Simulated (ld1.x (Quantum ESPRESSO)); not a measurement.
Varying the TM potential for Pb (Z = 82)

Base potential:

```
Element                 : lead
Generator               : ld1.x (Quantum ESPRESSO) 7.5
Type                    : norm-conserving Troullier–Martins (Kleinman–Bylander form)
Functional              : LDA (PZ)
Relativity              : scalar-relativistic
Frozen core             : [Xe] 4f14 5d10
Valence charge          : 4
Reference configuration : 6s2 6p2
Partial waves           : 6s (bound): rc 2.10 bohr; 6p (bound): rc 2.25 bohr; 6d channel at 0.05 Ry: rc 2.10 bohr
Local potential         : the d channel
Core correction         : none
```

All-electron outer shells of the reference configuration (LDA (PZ), scalar-relativistic, ld1.x):

```
shell  level (eV)  outermost node (bohr)  outermost maximum (bohr)
   5p      -85.96                   0.49                      0.88
   5d      -21.29                   0.52                      1.07
   6s      -12.32                   1.01                      1.95
   6p       -3.71                   1.18                      2.63
```

Cutoffs, loose and tight: the cutoffs (Ry, on a coarse ladder) from which the occupation-weighted sum of valence levels, in a spherical-Bessel basis at the reference potential, stays within 10 and 1 mRy of its value at 400 Ry. They do not see the model core or the augmentation charge, which bear on the density cutoff. Test errors are all-electron minus pseudo excitation energies from the reference, over the configurations 6s2 6p1; 6s2 6p0; 6s1 6p0; 6s1 6p3; 6s2 6p1.5; 6s1 6p2; 6s0 6p4 (two spin-polarised tests are not counted in the largest error). A dash means not determined; rows that change the core or the reference have their own tests. The largest error is taken over the tests solved by every variant that gives reliable tests at all: 6s0 6p4; 6s1 6p2; 6s1 6p3; 6s2 6p0; 6s2 6p1; 6s2 6p1.5.

A true bound ghost makes a file unfit for plane-wave use even where its test errors are small: the radial tests pick states by their node count and pass the ghost by. Where a test does run into it, the solver fails or the error is huge.

| change | outcome | cutoff, loose | cutoff, tight | bound ghosts | largest test error (meV) |
| --- | --- | --- | --- | --- | --- |
| base | generated | 25 Ry | 40 Ry | s, p | +96 |
| wave 6p (bound): rc 2.25 bohr becomes 6p (bound): rc 3.38 bohr | generated | 25 Ry | 35 Ry | s, p | +122 |
| all radii scaled by about 0.95 (s 2.00, p 2.14, d 2.00 bohr) | generated | 25 Ry | 45 Ry | s, p | +102 |
| core [Kr] 4d10 4f14 5s2, valence charge 20; reference 5p6 5d10 6s2 6p1; waves now 6s (bound): rc 2.05 bohr; 5p (bound): rc 1.10 bohr; 5f channel at 0.45 Ry: rc 1.75 bohr; 5d (bound): rc 1.20 bohr | generated, misses its reference levels by 0.31 eV | 160 Ry | 260 Ry | p, s | +623 |
| wave 6d channel at 0.05 Ry: rc 2.10 bohr becomes 6d channel at 0.75 Ry: rc 2.10 bohr | generated | 25 Ry | 35 Ry | s, p | +98 |
| core correction a·sin(br)/r model core inside 1.14 bohr | generated | 25 Ry | 40 Ry | s, p | -150 |
| wave 6s (bound): rc 2.10 bohr becomes 6s (bound): rc 1.94 bohr | generated | 25 Ry | 40 Ry | s, p | +97 |

Problem. What comes out with this change to the base: local potential the p channel?

Solution. outcome: generated; cutoff, loose: 21 Ry; cutoff, tight: 35 Ry; bound ghosts: d; largest test error (meV): +101.

Problem. What comes out with this change to the base: functional PBE?

Solution. outcome: generated; cutoff, loose: 25 Ry; cutoff, tight: 40 Ry; bound ghosts: s, p; largest test error (meV): +113.

Problem. What comes out with this change to the base: wave 6d channel at 0.05 Ry: rc 2.10 bohr becomes 6d channel at 0.05 Ry: rc 2.72 bohr?

Solution. outcome: generated; cutoff, loose: 15 Ry; cutoff, tight: 35 Ry; bound ghosts: s, p; largest test error (meV): +87.
